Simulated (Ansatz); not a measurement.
`OB(O)[Te]`, charge 0, multiplicity 2.

Give a relaxed structure at PBE0-D4/def2-TZVP (the Gaussian-basis code of Ansatz). (Estimate.)

Ansatz gave: 
Z-matrix (Å, degrees):
```
B
O 1 1.353
Te 1 2.184 2 116.9
O 1 1.362 2 119.8 3 -180.0
H 2 0.964 1 112.3 3 -180.0
H 4 0.958 1 115.4 2 -180.0
```
Point group Cs.
